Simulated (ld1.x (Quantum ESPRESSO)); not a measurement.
## Configuration tests for Kr (Z = 36) (TM semilocal)

krypton, norm-conserving Troullier–Martins (semilocal form), made with ld1.x (Quantum ESPRESSO) 7.5 (BP86, scalar-relativistic). Core [Ar] 3d10, reference 4s2 4p5 (charge +1). Waves: 4s (bound): rc 1.40 bohr; 4p (bound): rc 1.55 bohr; 4d channel at 0.15 Ry: rc 1.25 bohr. Local part: the d channel. Core correction: Bessel-smoothed model core, default radius (core density twice the valence density).

Energies are relative to the spin-unpolarised reference configuration 4s2 4p5; without spin polarisation the order of configurations can differ from experiment.

| valence configuration | charge | ΔE all-electron (eV) | error AE − PS (meV) |
| --- | --- | --- | --- |
| 4s2 4p6 | 0 | -14.388 | +4.7 |
| 4s2 4p3 | +3 | 62.481 | -3.3 |
| 4s1 4p6 | +1 | 14.530 | -5.6 |
| 4s2 4p2 | +4 | 112.445 | -9.1 |

Problem. What are ΔE and the potential's error for 4s2 4p5.5?

Solution. ΔE = -8.483 eV all-electron; the error (AE − PS) is +2.2 meV.

Problem. What are ΔE and the potential's error for 4s2 4p4?

Solution. ΔE = 25.282 eV all-electron; the error (AE − PS) is -2.4 meV.
